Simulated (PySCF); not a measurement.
**How methods differ on the electron affinity of Bi**

Bi⁻ [Xe] 4f14 5d10 6s2 6p4 (3P) → Bi [Xe] 4f14 5d10 6s2 6p3 (4S), as a difference of total energies. Computed with PySCF 2.14 in aug-cc-pwCVTZ-DK3 (11s10p8d5f1g, 125 functions), with scalar relativity by spin-free X2C-1e. Correlated levels: valence: [Xe] 4f14 5d10 frozen. The calculations carry no spin-orbit coupling.

```csv
method,electron affinity (eV),difference from reference (eV)
UHF,-0.179,-1.121
MP2 (valence),0.516,-0.426
SCS-MP2 (valence),0.571,-0.371
CCSD (valence),0.615,-0.327
CCSD(T) (valence),0.670,-0.272
```

Reference: 0.942 eV (measured; photodetachment measurements, as compiled on the Wikipedia data page of electron affinities).

Spin-orbit coupling is strong in these open shells (close to jj coupling). The scalar numbers leave it out and a first-order estimate fails, so it can dominate the gap to the real levels.

Errors of the correlated levels include the incompleteness of this basis and the frozen core.

A negative affinity means that the anion lies above the atom at that level of theory.
